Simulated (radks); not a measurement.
Ag, 47 electrons, occupied as [Kr] 4d10 5s1. All-electron calculation, scalar-relativistic Kohn-Sham, r2SCAN, spin-polarised, spherical densities, finite nucleus; open shells are filled with parallel spins first (spin-orbit coupling, left out, can overturn this in heavy ions); meta-GGA in the generalised Kohn-Sham scheme; Fermi nuclear charge, rms radius 4.5454 fm. Program: a radial shooting solver on a logarithmic mesh with Libxc functionals.

Local quantities along the radius. ELF = 1/(1 + alpha^2) is the electron localisation function; alpha = (tau - tau_W)/tau_unif compares the Pauli kinetic energy density with that of the uniform gas (summed over spins). tau is taken from the large components.

```
   r/bohr * ELF (the largest magnitude, 0.999, reaches the edge; | marks zero)
  0.00107 |                                                      *
  0.00145 |                                                      *
 0.001965 |                                                      *
 0.002642 |                                                      *
 0.003581 |                                                      *
 0.004853 |                                                      *
 0.006577 |                                                      *
 0.008913 |                                                      *
  0.01198 |                                                      *
  0.01624 |                                                     *
  0.02201 |                                                  *
  0.02983 |                                     *
  0.04043 |                   *
  0.05479 |                   *
  0.07367 |                                 *
  0.09984 |                                         *
   0.1353 |                              *
   0.1834 |                *
   0.2485 |                               *
   0.3341 |                                          *
   0.4528 |                            *
   0.6137 |         *
   0.8318 |                                    *
    1.127 |                                       *
    1.516 |                           *
    2.054 |             *
    2.784 |          *
    3.773 |             *
    5.113 |               *
    6.874 |        *
    9.316 | *
```

On this mesh the ELF has minima near r = 0.047, 0.18, 0.61, 2.8 bohr, which separate the shells, and maxima near 0.100 (0.76), 0.33 (0.77), 0.97 (0.76), 5.1 (0.29).

Self-consistent cycle (total energy in hartree, residual of the potential): 1: -5315.671898, 3e+00; 2: -5316.282230, 2e+00; 3: -5316.623385, 5e-01; 4: -5316.673181, 5e-02; 5: -5316.675367, 3e-02; 6: -5316.675529, 1e-02; 7: -5316.675575, 7e-04; 8: -5316.675574, 3e-04; 9: -5316.675574, 5e-04; 10: -5316.675574, 7e-05; 11: -5316.675574, 2e-05; 12: -5316.675574, 3e-06.
